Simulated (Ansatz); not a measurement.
Consider the formal hydrolysis of the Si–N bond: `N[Si](N)(F)Cl` + H₂O → `N[Si](O)(F)Cl` + NH₃.

Isolated molecules relaxed with PBE0-D4/def2-TZVP in Ansatz; ΔE leaves out vibrations. CCSD(T)/CBS is the MP2 limit (def2-TZVPP, def2-QZVPP) plus CCSD(T) − MP2 in def2-TZVPP, frozen cores. This one scheme is used for every species. Functionals use def2-TZVPP. B3LYP here is the variant with VWN-RPA as its local correlation; programs differ in this. HSE06 is defined as in plane-wave codes. One conformer a species, not always the lowest.

| level | ΔE (kcal/mol) | difference from CCSD(T)/CBS |
| --- | --- | --- |
| revPBE-D4 | -7.9 | 0.7 |
| PBE0-D4 | -8.3 | 0.3 |
| B3LYP-D4 | -8.9 | -0.3 |
| HSE06-D4 | -8.3 | 0.3 |
| ωB97M-V | -9.0 | -0.4 |
| BLYP | -9.8 | -1.2 |
| r2SCAN0 | -9.4 | -0.8 |
| CCSD(T)/def2-SVP | -8.6 | 0.0 |
| SCS-MP2/def2-TZVPP | -9.4 | -0.8 |
| HF/def2-QZVPP | -10.7 | -2.1 |
| CCSD(T)/CBS | -8.6 | 0 |

Q: What do rigid-rotor, harmonic-oscillator terms from PBE0-D4/def2-TZVP frequencies (298.15 K, 1 bar) make of the CCSD(T)/CBS value? (Best estimate.)

A: Computed: ΔZPE = +0.5 kcal/mol, ΔH = -8.3 kcal/mol, ΔS = 0 J/(mol·K), ΔG = -8.3 kcal/mol.

Largest T1 diagnostic among the species: 0.010.

The D4 term adds +0.7 kcal/mol with B3LYP and +0.4 kcal/mol with PBE0; it sums over pairs of atoms, weighted by their polarisabilities, and B3LYP, whose exchange is more repulsive, gets the larger term. Leaving LDA and LC-ωPBE aside and taking each functional with its dispersion term where it has one, the values, not all of them listed here, spread over 2.3 kcal/mol, from B97M-V to revPBE-D4.
